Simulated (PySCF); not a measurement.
What does the PBE0-D3(BJ)/def2-SVP structure of `B1OCCCO1` look like in three dimensions?

```
atom  x, y, z in Å
B1    -0.4060    1.0635   -0.1239
O2     0.9347    0.8744   -0.2393
C3     1.4496   -0.3983   -0.5701
C4     0.5046   -1.5057   -0.1434
C5    -0.8860   -1.2234   -0.6805
O6    -1.3159    0.0759   -0.3328
H7    -0.8056    2.1592    0.1807
H8     2.4307   -0.5027   -0.0809
H9     1.6245   -0.4413   -1.6602
H10    0.4690   -1.5557    0.9582
H11    0.8667   -2.4811   -0.5037
H12   -0.9007   -1.3230   -1.7810
H13   -1.6211   -1.9391   -0.2806
```

Orientation and origin are arbitrary. Atoms count from 1 in this order. B1 (three-coordinate boron) is planar (angles 123.1°, 118.5° and 118.4°, sum 360.0°, 0.00 Å off the plane of its three neighbours). The 6-membered ring B1–O2–C3–C4–C5–O6 has internal angles of 109.6° to 123.1° (sum 696°, against 720° for a flat polygon); it is puckered, 0.19 Å rms from its mean plane, widest ring torsion 52°.

Bonds between heavy atoms (Å): B1–O2 1.359, O2–C3 1.412, C3–C4 1.517, C4–C5 1.517, C5–O6 1.412, B1–O6 1.359.

Method used: PBE0-D3(BJ)/def2-SVP geometry optimisation, gas phase (PySCF).

Point group: Cs (every atom within 0.08 Å of its image). No PBE0-D3(BJ)/def2-SVP frequencies stand behind this structure, so it isn't proved a minimum. The numbers are those of one conformer (O6–B1–O2–C3 -1°, B1–O2–C3–C4 -26°, O2–C3–C4–C5 52°, C3–C4–C5–O6 -52°).
